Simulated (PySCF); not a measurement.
## BeSi⁻: one state, many levels of theory

State: ⁴Σ⁻ (quartet), unpaired electrons σ ↑, π ↑↑. Set-up: Be aug-cc-pVDZ, Si aug-cc-pV(D+d)Z; no relativity (PySCF 2.14). De refers to Be + Si⁻ in their high-spin ground configurations, without counterpoise correction. The functionals are run spin-unrestricted. A positive dipole points towards Si; it is taken about the centre of mass and depends on that origin.

```
      Level  Re (Å)  ωe (cm⁻¹)  De (eV)  μ (D)
        UHF   2.167        538      n/a   0.73
    UHF-MP2   2.186        535     1.37    n/a
UHF-SCS-MP2   2.208        503      n/a    n/a
   UHF-CCSD   2.214        475     1.11    n/a
UHF-CCSD(T)   2.217        495     1.25    n/a
        PBE   2.180        536     1.88   2.53
       TPSS   2.180        542     1.84   2.28
     r²SCAN   2.172        551     1.90   2.05
       PBE0   2.167        549     1.79   2.12
    r²SCAN0   2.165        554     1.82   1.81
  BHandHLYP   2.163        542      n/a   1.85
```

The bond length runs from 2.163 Å (BHandHLYP) to 2.217 Å (UHF-CCSD(T)). De spans 1.11 eV (UHF-CCSD, coupled cluster) to 1.90 eV (r²SCAN, meta-GGA).

Correlated steps freeze 5 core orbitals. Correlated levels converge slowly with the basis: in double zeta they bind strong bonds too weakly, by up to about 1 eV, and carry superposition errors of some tenths. For an ion De counts to the pair picked by the measured ionisation energies or electron affinities, which need not be the lowest pair at this level. The highest Kohn–Sham level is positive in this anion. Much of that is self-interaction error, but it also means that the finite basis helps to hold the extra electron. The state was picked by a PBE0 search and need not be the measured ground state.
